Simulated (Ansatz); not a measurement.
Reaction (substitution at a C–Ge bond): `[CH3][Ge]([SH])([Cl])[Cl]` + `[OH][Sn][OH]` → `C[O][Sn][OH]` + `[SH][GeH]([Cl])[Cl]`

Computed with Ansatz on PBE0-D4/def2-TZVP structures; ΔE is electronic, products minus reactants. CCSD(T)/CBS adds triple-zeta CCSD(T) − MP2 to the extrapolated MP2 energy (def2 sets, frozen cores). Functionals use def2-TZVPP. def2 core potentials past Kr. For Ge, Sn outer-core shells are correlated without core-valence functions, which leaves a few kJ/mol of doubt a bond. Scalar relativity is left out up to krypton. Each species was taken in one conformer, which may not be the lowest.

CCSD(T)/CBS gives +27.1 kcal/mol.

(1) Another level gave +25.9 kcal/mol. Which?
A. r2SCAN/def2-TZVPP
B. CAM-B3LYP/def2-TZVPP
C. ωB97X-V/def2-TZVPP
D. PBE-QIDH/def2-TZVPP

Largest T1 diagnostic among the species: 0.018.

Results:

(1) A. r2SCAN 25.9, PBE-QIDH 26.9, CAM-B3LYP 23.9, ωB97X-V 24.9 kcal/mol.

Leaving LDA and LC-ωPBE aside and taking each functional with its dispersion term where it has one, the values, not all of them listed here, spread over 3.2 kcal/mol, from BLYP-D4 to PBE-QIDH. From PBE to PBE0 (25 % exact exchange), in def2-TZVPP and without D4, ΔE moves by +0.7 kcal/mol.
